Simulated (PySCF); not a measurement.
Excitations are Tamm–Dancoff values on a coarser integration grid. The basis has no diffuse functions, so Rydberg states are missing or too high.

Species: CH5OSi, SMILES `[H]/[O+]=C\[SiH3]` (charge 1, multiplicity 1).

**Question.** Predict the HOMO, T1 excitation (TDA) and S1 oscillator strength from PBE-D3(BJ)/def2-TZVP // TPSSh-D3(BJ)/def2-TZVP in PySCF.

**Answer.** 
```json
{
  "HOMO": "-14.21 eV",
  "T1 excitation (TDA)": "3.47 eV",
  "S1 oscillator strength": "0.002"
}
```
